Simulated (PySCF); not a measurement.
Isomers of C6H10FN3. The calculation used PBE0-D3(BJ)/def2-SVP geometry optimisation, gas phase (PySCF 2.14.0). One conformer each; no zero-point energy, no entropy. No frequencies were run at this level. Point groups hold within 0.08 Å.

Question: Rank from lowest to highest electronic energy at this level (kcal/mol).
A. `[CH3:1][CH2:2][CH2:3][n:4]1[n:5][c:6]([CH3:7])[c:8]([F:9])[n:10]1` with C1–C2–C3–N4 -60°, C2–C3–N4–N5 111°
B. `[CH3:1][CH2:2][C@@H:3]([CH3:4])[n:5]1[n:6][cH:7][c:8]([F:9])[n:10]1` with C1–C2–C3–C4 177°, C2–C3–N5–N6 121°
C. `[CH3:1][c:2]1[c:3]([F:4])[n:5][n:6][n:7]1[CH:8]([CH3:9])[CH3:10]` with N6–N7–C8–C9 65°

Answer: A (0.0), B (2.2), C (4.6).

Neighbours under 2.5 kcal/mol apart (CCCn1nc(C)c(F)n1 and CC[C@@H](C)n1ncc(F)n1; CC[C@@H](C)n1ncc(F)n1 and Cc1c(F)nnn1C(C)C) can change places with a better method, another conformer or zero-point energy.

| SMILES | E (Eh) | E rel (kcal/mol) | dipole (D) | point group | A, B, C (MHz) |
| --- | --- | --- | --- | --- | --- |
| CCCn1nc(C)c(F)n1 | -497.82895 | 0.0 | 1.67 | C1 | 2415, 851.9, 750.1 |
| CC[C@@H](C)n1ncc(F)n1 | -497.82552 | 2.2 | 1.85 | C1 | 2230, 888.4, 831.0 |
| Cc1c(F)nnn1C(C)C | -497.82164 | 4.6 | 5.48 | near Cs | 2468, 937.9, 801.1 |

Question: How do the relative energies change in single points at PBE0/pcSseg-1 (no added dispersion term) on the same geometries?

Answer: 
```csv
SMILES,PBE0-D3(BJ)/def2-SVP (kcal/mol),PBE0/pcSseg-1 (kcal/mol),shift
CCCn1nc(C)c(F)n1,0.0,0.0,0.0
CC[C@@H](C)n1ncc(F)n1,2.2,2.3,+0.1
Cc1c(F)nnn1C(C)C,4.6,4.3,-0.3
```

Each column counts from its own lowest isomer. The order is unchanged; the largest shift is 0.3 kcal/mol.

Question: As an exercise, what shares would exp(−E/RT) give at 2000 K from these electronic energies alone (no entropy, no degeneracies)?

Answer: RT = 3.974 kcal/mol: CCCn1nc(C)c(F)n1 52.7 %, CC[C@@H](C)n1ncc(F)n1 30.7 %, Cc1c(F)nnn1C(C)C 16.6 %.
